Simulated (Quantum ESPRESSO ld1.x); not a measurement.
Results of a calculation; reference values are marked as such.
All-electron atom: the germanium ion Ge3+ in [Ne] 3s2 3p5.5 3d10 4s1 4p0.5 (fractional occupations, a model configuration). Code: ld1.x of Quantum ESPRESSO 7.5. Model: scalar-relativistic Kohn-Sham, PW91, spin-unpolarised, spherical densities, point nucleus. Some entries of the table are withheld. Estimate them.

| orbital | occ. | eigenvalue (eV) | <1/r> (bohr^-1) |
|---|---|---|---|
| 1s | 2 | -11007.3 | 32.38 |
| 2s | 2 | (1) | 7.108 |
| 2p | 6 | -1241.24 | 6.970 |
| 3s | 2 | -208.904 | 2.293 |
| 3p | 5.5 | -155.963 | (2) |
| 3d | 10 | -69.0623 | 1.824 |
| 4s | 1 | -42.5337 | 0.7304 |
| 4p | 0.5 | -31.7273 | 0.6234 |
| 4d | 0 | -17.7673 | 0.4335 |
| 5s | 0 | (3) | 0.3424 |
| 5p | 0 | -13.5593 | 0.3074 |
| 4f | 0 | -9.3890 | (4) |

Answer. 
(1) 2s eigenvalue (eV): -1413.87
(2) 3p <1/r> (bohr^-1): 2.143
(3) 5s eigenvalue (eV): -17.0302
(4) 4f <1/r> (bohr^-1): 0.2526
